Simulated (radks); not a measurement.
Results of a calculation; reference values are marked as such.
The magnesium ion Mg2+ inside a hard spherical wall (all orbitals vanish at R), configuration held at [Ne] and not refilled when levels cross. Code: a radial shooting solver on a logarithmic mesh with Libxc functionals. Model: scalar-relativistic Kohn-Sham, PBE, spin-polarised, spherical densities, finite nucleus; Fermi nuclear charge, rms radius 3.057 fm. Eigenvalues in eV for spin up, with the zero of energy where the potential of the charges vanishes at infinity; a dash marks a level that is unbound or too diffuse for the functional's potential to be trusted. A positive occupied level is held by the wall or, in an anion where self-interaction has pushed it up, behind a barrier. The pressure on the wall is -dE/dV.

[
 {"R (bohr)": "free", "E (hartree)": "-199.43505", "kinetic (hartree)": "199.691", "e(1s)": "-1280.2", "e(2s)": "-99.968", "e(2p)": "-66.705", "e(3s, empty)": "-", "e(3p, empty)": "-", "pressure (GPa)": "0"},
 {"R (bohr)": "20", "E (hartree)": "-199.43505", "kinetic (hartree)": "199.691", "e(1s)": "-1280.2", "e(2s)": "-99.968", "e(2p)": "-66.705", "e(3s, empty)": "-", "e(3p, empty)": "-", "pressure (GPa)": "< 0.0001"},
 {"R (bohr)": "15", "E (hartree)": "-199.43505", "kinetic (hartree)": "199.691", "e(1s)": "-1280.2", "e(2s)": "-99.968", "e(2p)": "-66.705", "e(3s, empty)": "-", "e(3p, empty)": "-", "pressure (GPa)": "< 0.0001"},
 {"R (bohr)": "8", "E (hartree)": "-199.43505", "kinetic (hartree)": "199.691", "e(1s)": "-1280.2", "e(2s)": "-99.968", "e(2p)": "-66.705", "e(3s, empty)": "-", "e(3p, empty)": "-", "pressure (GPa)": "< 0.0001"},
 {"R (bohr)": "7", "E (hartree)": "-199.43505", "kinetic (hartree)": "199.691", "e(1s)": "-1280.2", "e(2s)": "-99.968", "e(2p)": "-66.705", "e(3s, empty)": "-", "e(3p, empty)": "-", "pressure (GPa)": "< 0.0001"},
 {"R (bohr)": "5", "E (hartree)": "-199.43505", "kinetic (hartree)": "199.691", "e(1s)": "-1280.2", "e(2s)": "-99.968", "e(2p)": "-66.705", "e(3s, empty)": "-17.835", "e(3p, empty)": "-11.742", "pressure (GPa)": "0.000714"},
 {"R (bohr)": "3.5", "E (hartree)": "-199.43425", "kinetic (hartree)": "199.702", "e(1s)": "-1280.2", "e(2s)": "-99.936", "e(2p)": "-66.669", "e(3s, empty)": "-13.599", "e(3p, empty)": "-5.653", "pressure (GPa)": "0.605"},
 {"R (bohr)": "3", "E (hartree)": "-199.42933", "kinetic (hartree)": "199.752", "e(1s)": "-1279.9", "e(2s)": "-99.789", "e(2p)": "-66.502", "e(3s, empty)": "-8.034", "e(3p, empty)": "1.050", "pressure (GPa)": "5.82"},
 {"R (bohr)": "2.5", "E (hartree)": "-199.39522", "kinetic (hartree)": "200.033", "e(1s)": "-1278.8", "e(2s)": "-99.070", "e(2p)": "-65.673", "e(3s, empty)": "4.968", "e(3p, empty)": "15.227", "pressure (GPa)": "57.5"},
 {"R (bohr)": "2", "E (hartree)": "-199.16321", "kinetic (hartree)": "201.501", "e(1s)": "-1273.7", "e(2s)": "-95.781", "e(2p)": "-61.892", "e(3s, empty)": "38.301", "e(3p, empty)": "48.205", "pressure (GPa)": "611"}
]
